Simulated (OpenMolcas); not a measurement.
## Fe2+: moving or changing the point charges

Fe2+ among 5 point charges of -1.5 e arranged as a trigonal bipyramid (D3h), 1.94 Å from the ion.

| Property | Result |
| --- | --- |
| Program | OpenMolcas 26.06 |
| Method | CASSCF |
| Basis | ANO-RCC-VDZP [5s4p2d1f] |
| Scalar Hamiltonian | DKH2, point nucleus |
| Active space | 6 electrons in 5 orbitals (3d) |
| State averaging | 2S+1 = 5 even, 5 roots; 2S+1 = 3 even, 45 roots; 2S+1 = 1 even, 50 roots |
| Spin-orbit coupling | RASSI with atomic mean-field integrals over the reference wave functions |

Runs around this geometry, states (labels of D3, the rotations of D3h). Energies in cm-1 above the lowest state or level, χT in cm3 K/mol.

```json
{"R (Å)": "1.94", "q (e)": "-1.5", "Axial / equatorial distance": "0.92", "Ground state": "5E", "First state of that spin": "5E 2701", "First gap with spin-orbit (degeneracies)": "198.3 (2, 2)", "χT at 300 K": "4.943", "First state of another spin": "3A2 20229"}
{"R (Å)": "1.94", "q (e)": "-0.98", "Axial / equatorial distance": "1", "Ground state": "5E", "First state of that spin": "5E 234.1", "First gap with spin-orbit (degeneracies)": "89.1 (2, 2)", "χT at 300 K": "5.231", "First state of another spin": "3A2 20693"}
{"R (Å)": "1.86", "q (e)": "-1.5", "Axial / equatorial distance": "1", "Ground state": "5E", "First state of that spin": "5E 919.1", "First gap with spin-orbit (degeneracies)": "167.7 (2, 1)", "χT at 300 K": "5.105", "First state of another spin": "3A2 19341"}
{"R (Å)": "1.94", "q (e)": "-1.5", "Axial / equatorial distance": "1", "Ground state": "5E", "First state of that spin": "5E 771.4", "First gap with spin-orbit (degeneracies)": "160.7 (2, 2)", "χT at 300 K": "5.149", "First state of another spin": "3A2 19939"}
{"R (Å)": "2.07", "q (e)": "-1.5", "Axial / equatorial distance": "1", "Ground state": "5E", "First state of that spin": "5E 639.2", "First gap with spin-orbit (degeneracies)": "151.8 (2, 2)", "χT at 300 K": "5.191", "First state of another spin": "3A2 20676"}
```

Taking the first state of the same spin as R^-n, n = -ln(639.2 / 919.1) / ln(2.07 / 1.86) = 3.4 between the shortest and longest distance.

An orbital doublet at a regular site is open to a Jahn-Teller distortion, which this geometry leaves out. Without dynamic correlation the repulsion within the d shell is too large (B by tens of per cent), so at a given field states of lower spin stand too high. The ground term spreads over less than 5000 cm-1, several times less than with real ligands, so orbital moments are less quenched and χT lies further from the spin-only value than at real sites (holds for R = 1.94, q = -0.98, ratio = 1; R = 2.07, q = -1.5, ratio = 1). Point charges carry no covalency, so the field is a model and not that of real ligands. No measured value stands beside these numbers.
